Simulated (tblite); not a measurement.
Compound: C8H18AlN.
Geometry (GFN2-xTB, Å), atoms numbered from 1 in this order:
```
atom  x, y, z in Å
C1    -1.2035   -0.6413   -1.8017
N2    -1.0023   -0.2610   -0.4130
C3    -1.3756   -1.3659    0.4546
Al4   -2.1388    1.4048   -0.0032
C5    -0.5797    2.5295   -0.6307
C6     0.5848    1.5511   -0.8872
C7     0.3477    0.2500   -0.1090
C8     1.4705   -0.7413   -0.3235
C9     1.8802   -1.7007    0.7563
C10    2.7638   -0.5434    0.4122
H11   -1.0532    0.2248   -2.4430
H12   -0.5427   -1.4547   -2.1127
H13   -2.2381   -0.9628   -1.9207
H14   -2.4384   -1.5704    0.3161
H15   -0.8024   -2.2727    0.2419
H16   -1.2240   -1.0744    1.4926
H17   -2.2562    1.2783    1.5567
H18   -3.4225    1.0807   -0.8259
H19   -0.6525    3.2233   -1.4767
H20   -0.2945    3.1717    0.2201
H21    1.5448    1.9665   -0.5683
H22    0.6810    1.3274   -1.9514
H23    0.3068    0.5213    0.9552
H24    1.5612   -1.0908   -1.3455
H25    1.3545   -1.6653    1.6983
H26    2.1958   -2.6937    0.4728
H27    3.6884   -0.7349   -0.1099
H28    2.8241    0.2713    1.1174
```

Computed values, GFN2-xTB/tblite, gas phase, harmonic and unscaled. This tight-binding method is rough: wavenumbers can miss measured ones by several per cent, in bad cases by 10 to 20. Modes of hydrogen on aluminium can be 10 to 20 % off. One conformer, not necessarily the lowest.

Harmonic wavenumbers (cm⁻¹): 53.4, 85.1, 108.9, 122.9, 157.3, 205.3, 225.0, 255.3, 271.3, 290.1, 315.2, 334.9, 348.4, 424.5, 447.5, 461.6, 520.1, 542.1, 572.8, 605.9, 672.1, 769.2, 788.6, 813.4, 860.2, 900.4, 934.6, 972.6, 994.6, 1021.7, 1032.2, 1035.9, 1062.8, 1070.1, 1076.5, 1080.0, 1109.2, 1116.4, 1140.6, 1158.1, 1165.0, 1187.0, 1212.4, 1237.5, 1248.6, 1264.2, 1269.8, 1317.7, 1338.0, 1393.5, 1401.8, 1422.0, 1440.4, 1463.5, 1470.5, 1473.8, 1480.0, 1483.7, 1491.0, 1517.4, 1659.8, 1715.6, 2836.3, 2884.5, 2914.5, 2944.9, 2952.8, 2956.0, 2976.6, 2989.4, 3005.7, 3016.9, 3025.9, 3038.6, 3086.0, 3093.7, 3094.2, 3111.9.

A = 1751, B = 876.1, C = 719.8 MHz; mass 155.125 u (most abundant isotopes); point group C1, symmetry number 1.

**Question.** What is the zero-point energy?

**Answer.** Half the sum of the wavenumbers: 52269 cm⁻¹ = 625.27 kJ/mol.

**Question.** Entropy at 298.15 K, 1 bar (ideal gas, RRHO, classical rotation)?

**Answer.** Translation 171.77, rotation 125.75, vibration 155.96: S = 453.5 J/(mol K).

**Question.** And Cp and H(298.15 K) − H(0)?

**Answer.** Cp = 213.29 J/(mol K), of which vibrations give 180.03 (their classical limit is 78 R = 648.5); H(298.15 K) − H(0) = 35.82 kJ/mol without the zero-point energy, 25.91 from vibrations.

**Question.** How do the functions run with temperature in this model?

**Answer.** 
```csv
T (K),S (J/(mol K)),Cp (J/(mol K)),H − H(0) (kJ/mol),G − H(0) (kJ/mol),ln q(vib)
100,299.5,90.6,5.75,-24.20,1.69
200,381.5,151.9,17.94,-58.37,4.92
300,454.8,214.5,36.22,-100.22,8.37
500,593.4,333.6,91.50,-205.20,15.51
800,778.3,452.0,210.92,-411.73,26.17
1000,885.0,503.2,306.72,-578.26,32.93
```

q(vib) and H(0) count from the zero-point level.

**Question.** Blend soft modes into free rotors: weight 1/[1 + (100 cm⁻¹/ν̃)⁴] for the oscillator and the rest for a rotor with moment μB/(μ + B), μ = h/(8π²ν), B = 10⁻⁴⁴ kg m². What vibrational entropy results?

**Answer.** 147.86 J/(mol K) in place of 155.96, which changes −T·S at 298.15 K by +2.42 kJ/mol.

**Question.** Which modes carry the vibrational entropy at 298.15 K?

**Answer.** 53.4 cm⁻¹: 19.61; 85.1 cm⁻¹: 15.77; 108.9 cm⁻¹: 13.76; 122.9 cm⁻¹: 12.78; 157.3 cm⁻¹: 10.80; 205.3 cm⁻¹: 8.72 J/(mol K); the other 72 give 74.51 together.

Hindered rotation and anharmonicity are outside this model. Other conformers, if any are populated, would add a mixing term that is left out. The structure is chiral; the term R ln 2 for an equal mix with its mirror image is left out.
